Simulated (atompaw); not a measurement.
# Cutoff test, manganese (Mn), PAW (atompaw)

atompaw 4.2.0.5 input, output lines left out:

```
Mn 25
GGA-PBESOL loggrid 1500 logderivrange -9 5 351
4 4 3 0 0 0
4 0 0
4 1 0
3 2 5
0 0 0
c
c
v
v
c
v
v
v
2
1.55 1.35 1.20 0.90
n
n
y
-0.5
n
bloechl sinc
3 0 troulliermartins
```

The pseudo-atom Hamiltonian at the reference potential is diagonalised in spherical Bessel functions j_l(qr) that vanish at 20 bohr, with q² up to the cutoff. All-electron valence levels (Ry): 3s -7.4703, 4s -1.3966, 3p -5.2828, 4p -1.0004, 3d -1.7960.

How do the lowest levels (Ry) of each channel move with the cutoff, and are there ghosts?

```
cutoff (Ry)     s #1     s #2     p #1     p #2     p #3     d #1     f #1     f #2  Σ f·Δε (mRy)
          8  -4.4078  -1.1460  -2.4077  -0.6867  -0.3231  -0.7191  -0.2747  -0.1558       28759.9
         21  -6.8324  -1.3752  -3.9208  -0.8814  -0.3807  -1.0053  -0.2750  -0.1562       13401.3
         40  -7.4339  -1.3946  -5.0174  -0.9787  -0.4080  -1.5019  -0.2750  -0.1562        3136.0
         70  -7.4604  -1.3959  -5.2754  -0.9995  -0.4138  -1.7690  -0.2750  -0.1562         199.2
        110  -7.4688  -1.3965  -5.2818  -1.0003  -0.4141  -1.7957  -0.2750  -0.1562          10.7
        200  -7.4703  -1.3966  -5.2828  -1.0004  -0.4141  -1.7960  -0.2750  -0.1562           0.1
        400  -7.4703  -1.3966  -5.2828  -1.0004  -0.4141  -1.7960  -0.2750  -0.1562           0.0
```

Result: no extra level below or beside the all-electron valence levels (s, p, d, f tested); 10 mRy is reached at 120 Ry and 1 mRy at 160 Ry.
